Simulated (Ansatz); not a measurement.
Energy profile

The step: BH₂Cl ([BH2][Cl]) + H₂O + H₂O → BH₃O ([BH2][OH]) + HCl + H₂O; bonds formed: Cl2–H7, H5–O8; dative contacts that become bonds: B1–O6; bonds broken: B1–Cl2, H5–O6, H7–O8 (atoms numbered as in the saddle structure below).

```
10
angstrom
B -1.1986 0.0285 -0.6017
Cl 0.6785 -0.7845 -1.5665
H -1.9775 -0.7894 -0.9966
H -1.1382 1.1212 -1.0801
H 0.5870 0.4696 0.9356
O -0.8845 0.0025 0.7923
H 1.3618 0.0126 -0.4416
O 1.5392 0.6254 0.5991
H -1.1225 -0.8381 1.1900
H 2.1546 0.1521 1.1693
```

Electronic energies by CCSD(T) at an estimated basis limit (MP2 extrapolated from triple and quadruple zeta, plus CCSD(T) − MP2 in triple zeta), on PBE0-D4/def2-TZVP structures; BH6ClO2, closed shell; no counterpoise correction. Ansatz 0.2.0; basis: def2-TZVPP and def2-QZVPP; cores frozen in the correlated methods. Extrapolation: Hartree–Fock as exp(−7.88 √X), correlation as X^−2.97.

(1) Give the profile in eV, counted from the separated reactants. (To be estimated.)

The T1 diagnostic stays at or below 0.014.

Results:

(1) The calculation gives:
```csv
point,eV
"separated: BH2Cl (linked as [BH2][Cl]; B1, Cl2, H3, H4; singlet) + H2O (H5, O6, H9; singlet) + H2O (H7, O8, H10; singlet)",0.000
start structure,-1.165
saddle,-0.583
end structure,-0.930
"separated: BH3O (linked as [BH2][OH]; B1, H3, H4, O6, H9; singlet) + HCl (Cl2, H7; singlet) + H2O (H5, O8, H10; singlet)",-0.460
```
The saddle lies below the separated reactants: the barrier is submerged.

The step is the kind of ligand exchange by which a precursor binds to a hydroxyl group, or is hydrolysed, in atomic layer deposition of oxides.

For scale, one of the runs: CCSD(T)/def2-TZVPP, 219 basis functions, launched by `ansatz run in.yaml --threads 4 --pin off --events-out ev --progress --plain --max-ram 9574MiB`. Hardware: 4 CPU threads of an Arm Neoverse V1, shared host. Wall time 77 s; peak host memory 3.4 GiB.
